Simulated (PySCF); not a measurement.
Isomers of C6H12N2Si, one GFN2-xTB conformer each. Single-point energies are computed at PBE0/pcSseg-1 (PySCF, gas phase, no added dispersion term), electronic only.

**Question.** Rank them by PBE0/pcSseg-1 energy, lowest first (kJ/mol).
A. `[CH:1]#[C:2][CH2:3][N:4]([CH3:5])[C:6](=[CH2:7])[SiH2:8][NH2:9]` with C2–C3–N4–C5 78°, C3–N4–C6–C7 -154°, N4–C6–Si8–N9 162°, C6–Si8–N9–H 171° and -52°
B. `[CH2:1]=[N:2][SiH2:3][C:4]([CH3:5])([CH3:6])[CH2:7][C:8]#[N:9]` with C1–N2–Si3–C4 123°, N2–Si3–C4–C5 -172°, Si3–C4–C7–C8 -56°
C. `[CH3:1][CH2:2][CH2:3][n:4]1[n:5][cH:6][cH:7][c:8]1[SiH3:9]` with C1–C2–C3–N4 -179°, C2–C3–N4–N5 -87°
D. `[CH2:1]=[CH:2][N:3]([SiH3:4])[C@@H:5]([CH3:6])[CH2:7][C:8]#[N:9]` with C1–C2–N3–Si4 -5°, C2–N3–C5–C6 -59°, N3–C5–C7–C8 167°
E. `[H]/[N:9]=[CH:8]/[C@@H:6](/[N:5]=[C:3](\[CH:2]=[CH2:1])[CH3:4])[SiH3:7]` with C1–C2–C3–C4 -3°, C3–N5–C6–Si7 94°, N5–C6–C8–N9 159°
F. `[CH:1]#[C:2][CH2:3][Si@@:4]1([NH2:5])[CH2:6][CH2:7][N:8]1[CH3:9]` with C2–C3–Si4–N5 63°, C3–Si4–N5–H -32° and -179°

**Answer.** C (0.0), F (25.1), B (33.8), D (51.4), E (147.2), A (196.5).

As drawn, the lowest has an aromatic ring and an N–N linkage, which the highest lacks; the highest has a C≡C bond, an N–H bond and a C=C bond outside aromatic rings, which the lowest lacks. Neighbours under 10 kJ/mol apart (C#CC[Si@@]1(N)CCN1C and C=N[SiH2]C(C)(C)CC#N) can change places with a better method, another conformer or zero-point energy. GFN2-xTB itself gives, in the same order: 0.0, 169.2, 134.8, 78.1, 216.6, 245.4. Both levels put the same isomer lowest; measured from each level's own lowest isomer, the values differ by up to 144.1 kJ/mol (C#CC[Si@@]1(N)CCN1C: 169.2 against 25.1).

**Question.** Which frontier levels, dipoles and rotational constants go with these structures?

**Answer.** 
| SMILES | HOMO (eV, PBE0/pcSseg-1) | LUMO (eV) | dipole (D) | A, B, C (MHz) |
| --- | --- | --- | --- | --- |
| CCCn1nccc1[SiH3] | -7.11 | -0.04 | 1.79 | 1772, 1077, 716.4 |
| C#CC[Si@@]1(N)CCN1C | -5.99 | 1.09 | 0.86 | 2034, 1031, 858.3 |
| C=N[SiH2]C(C)(C)CC#N | -7.17 | -1.01 | 2.67 | 1526, 1261, 902.2 |
| C=CN([SiH3])[C@@H](C)CC#N | -6.33 | 0.34 | 2.89 | 2355, 753.8, 680.1 |
| [H]/N=C/[C@H]([SiH3])/N=C(/C)C=C | -7.00 | -1.43 | 1.73 | 2133, 741.8, 687.3 |
| C#CCN(C)C(=C)[SiH2]N | -5.71 | 0.27 | 0.73 | 2081, 876.2, 669.0 |
